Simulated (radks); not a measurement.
Question: Ge, configuration [Ar] 3d10 4s2 4p2 (the NIST ground configuration). Method: scalar-relativistic Kohn-Sham, Slater X-alpha with alpha = 0.793, spin-polarised, spherical densities, point nucleus; open shells are filled with parallel spins first; computed with a radial shooting solver on a logarithmic mesh with Libxc functionals. Some entries of the table are withheld. Estimate them.

orbital,occ.,eigenvalue (hartree),<1/r> (bohr^-1)
1s up,1,-403.7923,32.38
1s down,1,-403.7896,32.38
2s up,1,-50.72433,7.116
2s down,1,-50.72383,7.116
2p up,3,-44.45835,6.986
2p down,3,-44.45672,6.986
3s up,1,-6.26453,2.292
3s down,1,-6.26186,2.292
3p up,3,-4.33363,2.142
3p down,3,-4.33004,2.143
3d up,5,(1),(2)
3d down,5,(3),(4)
4s up,1,(5),0.6277
4s down,1,(6),0.6421
4p up,2,-0.17529,0.4691
4p down,0,-0.08524,0.4632

Answer: 
(1) 3d up eigenvalue (hartree): -1.15245
(2) 3d up <1/r> (bohr^-1): 1.799
(3) 3d down eigenvalue (hartree): -1.14407
(4) 3d down <1/r> (bohr^-1): 1.808
(5) 4s up eigenvalue (hartree): -0.47046
(6) 4s down eigenvalue (hartree): -0.38693
